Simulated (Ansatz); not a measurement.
Geometry optimisation, RKS BLYP-D4/def2-SVP in Ansatz 0.2.0.

The input (input.yaml):

```yaml
crystal:
  periodic: [false, false, false]
  atoms:
    - { symbol: Mg, position_ang: [-0.657383, 0.723423, -0.40951] }
    - { symbol: "N", position_ang: [0.797912, -1.644803, 1.559633] }
    - { symbol: C, position_ang: [-0.68916, -0.141368, -2.328065] }
    - { symbol: H, position_ang: [0.985878, 1.644631, 1.171842] }
    - { symbol: O, position_ang: [-1.258234, 1.825511, 1.172475] }
    - { symbol: H, position_ang: [1.469149, -0.86889, 1.568546] }
    - { symbol: F, position_ang: [1.341761, 1.057332, 0.543571] }
    - { symbol: H, position_ang: [0.534475, -1.822573, 2.538659] }
    - { symbol: H, position_ang: [1.313257, -2.475, 1.236224] }
    - { symbol: H, position_ang: [-0.217783, 0.509803, -3.096188] }
    - { symbol: H, position_ang: [-0.13692, -1.106367, -2.337479] }
    - { symbol: H, position_ang: [-1.722962, -0.354842, -2.67545] }
    - { symbol: H, position_ang: [-1.76009, 2.653143, 1.055642] }
basis:
  gaussian: { orbitals: def2-SVP }
hamiltonian:
  xc: blyp
  dispersion: d4
relax:
  f_tol: 0.03
  max_steps: 50
```

Command:

```bash
$ ansatz run input.yaml --threads 2 --pin off --max-ram 3072MiB --backend cpu --events-out ev --progress --plain --runs-dir out
```

Task: Where does it end, and by what steps?

Result: The forces met the threshold. After 12 steps the energy has fallen by 1.951 eV; H8 moved furthest, 1.02 Å. Parted: H4–F7 (0.93 → 1.64 Å). Joined: Mg1–N2 (3.41 → 2.21 Å), H4–O5 (2.25 → 1.02 Å).

```json
{"step": "0", "energy less start (eV)": "0.0000", "largest force component (eV/Å)": "1.416", "accepted": "yes"}
{"step": "1", "energy less start (eV)": "-0.4182", "largest force component (eV/Å)": "0.820", "accepted": "yes"}
{"step": "2", "energy less start (eV)": "-0.7083", "largest force component (eV/Å)": "0.864", "accepted": "yes"}
{"step": "3", "energy less start (eV)": "-0.7596", "largest force component (eV/Å)": "3.594", "accepted": "yes"}
{"step": "4", "energy less start (eV)": "-1.3190", "largest force component (eV/Å)": "0.831", "accepted": "yes"}
{"step": "5", "energy less start (eV)": "-1.5712", "largest force component (eV/Å)": "0.499", "accepted": "yes"}
{"step": "6", "energy less start (eV)": "-1.6849", "largest force component (eV/Å)": "1.072", "accepted": "yes"}
{"step": "7", "energy less start (eV)": "-1.8602", "largest force component (eV/Å)": "0.516", "accepted": "yes"}
{"step": "8", "energy less start (eV)": "-1.8871", "largest force component (eV/Å)": "1.462", "accepted": "yes"}
{"step": "9", "energy less start (eV)": "-1.9360", "largest force component (eV/Å)": "0.375", "accepted": "yes"}
{"step": "10", "energy less start (eV)": "-1.9494", "largest force component (eV/Å)": "0.115", "accepted": "yes"}
{"step": "11", "energy less start (eV)": "-1.9491", "largest force component (eV/Å)": "0.088", "accepted": "no"}
{"step": "12", "energy less start (eV)": "-1.9515", "largest force component (eV/Å)": "0.029", "accepted": "yes"}
```

```xyz
13
Properties=species:S:1:pos:R:3
Mg 0.266 0.328 -0.259
N 0.666 -1.267 1.215
C -0.561 -0.293 -2.110
H 0.158 1.852 1.264
O -0.785 1.469 1.276
H 1.442 -0.898 1.786
F 1.552 1.494 0.472
H -0.122 -1.423 1.860
H 0.957 -2.195 0.876
H -0.403 0.436 -2.936
H -0.125 -1.255 -2.464
H -1.660 -0.460 -2.052
H -1.386 2.211 1.071
```

Whether the end is a true minimum wasn't checked by a vibrational analysis.

Time of the run: 19 s on 2 threads of INTEL(R) XEON(R) PLATINUM 8581C CPU @ 2.30GHz (Emerald Rapids) (shared host), peak memory 0.2 GiB.
